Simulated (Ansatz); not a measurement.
[V(H2S)(H2O)5]2+ (VSO5H12²⁺), relaxed as a quartet with UKS r2SCAN-D4/def2-SVP in Ansatz, starting from the GFN2-xTB (ALPB water) geometry. Force threshold 0.03 eV/Å.

Start:

```
atom   x (Å)   y (Å)   z (Å)
  V1   0.028  -0.066   0.038
  S2  -1.241  -0.398   2.108
  H3  -1.167   0.827   2.611
  H4  -2.461  -0.204   1.624
  O5   1.179   0.336  -1.771
  H6   0.960   0.087  -2.679
  H7   2.143   0.355  -1.702
  O8  -0.224   2.030   0.145
  H9  -1.086   2.465   0.221
 H10   0.293   2.548  -0.490
 O11   0.277  -2.178  -0.120
 H12   0.035  -2.766   0.608
 H13   0.923  -2.648  -0.664
 O14  -1.765  -0.332  -1.056
 H15  -2.006  -1.237  -1.302
 H16  -2.051   0.242  -1.781
 O17   1.838   0.235   1.097
 H18   2.299  -0.408   1.653
 H19   2.025   1.112   1.460
```

**Question.** Estimate the energy that the relaxation releases and the steps that it takes.

**Answer.** 0.26 eV, in 9 steps; 1.9 min on 4 threads of Arm Neoverse N1 on a shared host. The force fell under the threshold at step 6, but the optimiser went on. No frequencies were taken in this run, so the end may be a saddle point.

**Question.** Does the start keep its bonding and symmetry?

**Answer.** By distances, no bond broke or formed. The bond that changes most is V1–S2, from 2.45 to 2.58 Å (atoms count from 1).

**Question.** Predict the relaxed structure.

**Answer.** 
Cartesian coordinates in Å:
```
V 0.0164 -0.0297 -0.0124
S -1.4348 -0.4813 2.0709
H -1.1158 0.3613 3.0831
H -2.6854 0.0156 1.9110
O 1.2503 0.1651 -1.7345
H 0.9735 0.0556 -2.6582
H 2.2121 0.2935 -1.7431
O -0.2992 2.0713 -0.1427
H -0.8240 2.6665 0.4151
H 0.1043 2.6272 -0.8287
O 0.4071 -2.1237 0.0176
H 0.0710 -2.7781 0.6518
H 0.9614 -2.6125 -0.6116
O -1.5999 -0.3573 -1.3565
H -1.9750 -1.2194 -1.5973
H -2.2296 0.3100 -1.6726
O 1.7785 0.2942 1.1356
H 2.3081 -0.3964 1.5653
H 2.0812 1.1380 1.5072
```
Bond lengths: 5 × O–V 2.13 Å; 1 × S–V 2.58 Å; 10 × H–O 0.97 Å; 2 × H–S 1.36 Å.
